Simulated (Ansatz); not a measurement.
BClH4OSi (`[SiH3]OBCl`). Charge 0, multiplicity 1. Geometry: relaxed with PBE0-D4/def2-TZVP. It is one conformer, not always the lowest.

```xyz
8

Si    1.015    0.403   -0.519
O    -0.441    0.611    0.267
B    -1.361   -0.248    0.711
Cl   -1.141   -1.993    0.502
H     0.790   -0.275   -1.817
H     1.554    1.764   -0.732
H     1.933   -0.391    0.331
H    -2.350    0.129    1.258
```

Q: What is the dipole moment at PBE/def2-TZVPP? (Estimate.)

A: Computed: 1.13 D, with components (0.86, 0.60, -0.43) D in this frame, pointing from negative to positive charge.

Q: And with r2SCAN, B3LYP, ωB97M-V? (An estimate is asked.)

A: Ansatz gave: r2SCAN 1.11 D, B3LYP 1.11 D, ωB97M-V 1.10 D.

Q: Give the Mulliken charges with PBE, ωB97M-V, B3LYP in def2-TZVPP. (Best estimate.)

A: Ansatz gave: 
| atom | PBE | ωB97M-V | B3LYP |
| --- | --- | --- | --- |
| Si1 | 0.34 | 0.29 | 0.41 |
| O2 | -0.26 | -0.35 | -0.34 |
| B3 | 0.20 | 0.18 | 0.24 |
| Cl4 | -0.16 | -0.15 | -0.18 |
| H5 | -0.04 | -0.01 | -0.05 |
| H6 | -0.05 | -0.02 | -0.06 |
| H7 | -0.04 | -0.01 | -0.05 |
| H8 | 0.01 | 0.06 | 0.03 |

B3LYP here is the variant with VWN-RPA as its local correlation; programs differ in this.
